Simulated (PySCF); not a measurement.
# One molecule, several mistakes: AlBH4N anion

All numbers below are calculated, not measured. The program is PySCF 2.14.0, an open-source quantum chemistry code, run on an isolated molecule that a program drew, which may never have been made. The molecule is AlBH4N anion (charge -1, singlet), drawn as the SMILES string `[BH3-][N]=[AlH]`.

Each row is a Hartree-Fock (HF) and frozen-core CCSD(T) single point in the aug-cc-pV(D+d)Z basis, meant for a local HF minimum. Run 1 is clean. Each other run has one planted mistake out of seven kinds, and not every kind appears here: one electron removed, one electron added, multiplicity raised by two, geometry at a saddle point, minimal basis STO-3G, one bond length entered in bohr, all coordinates scaled. The reference is restricted for singlets and unrestricted otherwise, and also for a bond in bohr. Adding or removing an electron swaps singlet and doublet. Electrons count all cores. HOMO and LUMO are orbital energies over both spins, the gradient is its largest component, and the lowest frequency (negative if imaginary) is given only where the gradient is small. Bond lengths are over the 6 bonds as drawn. T1 is the CCSD diagnostic: over 0.02 (restricted) or 0.045 (unrestricted) a single reference is doubtful.

Geometry of the clean run:
```xyz
7
AlBH4N anion, angstrom
B    -0.7159   -1.1409   -0.9467
N     0.6001   -1.1332   -0.1467
Al    1.9778   -1.1251    0.6902
H    -0.5847   -1.7639   -2.0315
H    -1.0884    0.0290   -1.2200
H    -1.6395   -1.6946   -0.2969
H     3.3192   -1.1173    1.5059
```

```
run  electrons  basis functions  <S^2>  HOMO (eV)  LUMO (eV)  gradient (hartree/bohr)  lowest frequency (cm^-1)  mean bond (Å)  longest bond (Å)      T1  HF (hartree)  CCSD(T) (hartree)                          mistake
  1         30              114  0.000      -3.02       2.64                  3.4e-05                       166         1.4159             1.612  0.0297    -323.30302         -323.74362                         no fault
  2         30              114  2.020      -0.89       2.81                  7.9e-02                         -         1.4159             1.612  0.0735    -323.27563         -323.66017       multiplicity raised by two
  3         30              114  2.023      -2.93       2.76                  1.7e-02                         -         1.6550             3.046  0.0278    -323.26015         -323.60094  one bond length entered in bohr
  4         29              114  0.796      -8.58      -0.87                  5.4e-02                         -         1.4159             1.612  0.0529    -323.25975         -323.64160             one electron removed
  5         30               23  0.000       1.99      14.74                  7.9e-02                         -         1.4159             1.612  0.0335    -319.18393         -319.40869                                ?
  6         30              114  0.000      -2.87       2.65                  7.2e-02                         -         1.3338             1.518  0.0278    -323.27987         -323.71129                                ?
```

**Which mistake was planted in run 5, and what did it cost?**

It has 23 basis functions where the clean run has 114, with the same electrons and geometry. So the mistake is: minimal basis STO-3G. Subtracting run 1 and multiplying by 627.51 kcal/mol a hartree, the energy moved by 2584.8 kcal/mol in HF and 2720.2 kcal/mol in CCSD(T).

**Which mistake was planted in run 6, and what did it cost?**

The mean and the longest bond both change by the same factor, 0.942, and the gradient is no longer small. So the mistake is: all coordinates scaled. Subtracting run 1 and multiplying by 627.51 kcal/mol a hartree, the energy moved by 14.5 kcal/mol in HF and 20.3 kcal/mol in CCSD(T).

Cautions from the logs. Run 1: T1 is over the limit, so its CCSD(T) energy is less reliable; run 2: T1 is over the limit, so its CCSD(T) energy is less reliable; run 4: T1 is over the limit, so its CCSD(T) energy is less reliable; run 5: T1 is over the limit, so its CCSD(T) energy is less reliable and the HOMO is above zero, so the electron isn't bound and the energy depends on the basis; run 6: T1 is over the limit, so its CCSD(T) energy is less reliable.
